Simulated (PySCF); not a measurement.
## How methods differ on the ionisation energy of Eu⁴⁸⁺

Eu⁴⁸⁺ [Ne] 3s2 3p3 (4S) → Eu⁴⁹⁺ [Ne] 3s2 3p2 (3P), as a difference of total energies. All numbers are calculated (PySCF 2.14, the spin-free X2C one-electron Hamiltonian (Gaussian nucleus), in an uncontracted even-tempered set (17 s from 11 bohr⁻², ratio 2.5; 12 p from 14 bohr⁻², ratio 2.5; 4 d from 56 bohr⁻², ratio 2.7; 4 f from 84 bohr⁻², ratio 2.7)). Correlated levels: outer shells: 1s2 frozen; virtual orbitals above 40 to 60 times the deepest correlated orbital energy dropped. The calculations carry no spin-orbit coupling.

```tsv
method	ionisation energy (eV)
UHF	4199.6
LDA	4199.6
PBE	4200.4
PBE0	4200.6
r2SCAN	4201.6
B3LYP	4200.9
revPBE	4200.4
MP2 (outer shells)	4200.2
SCS-MP2 (outer shells)	4199.9
```

Spin-orbit coupling is strong in these open shells (close to jj coupling). The scalar numbers leave it out and a first-order estimate fails, so it can dominate the gap to the real levels.

The ground level that NIST lists for one species does not belong to the high-spin term computed here, so part of any gap is the choice of state.

Breit and QED terms and the two-electron picture change are absent.

For comparison: 4131 ± 4 eV (theoretical estimate listed by NIST; NIST Atomic Spectra Database, ionization energies).
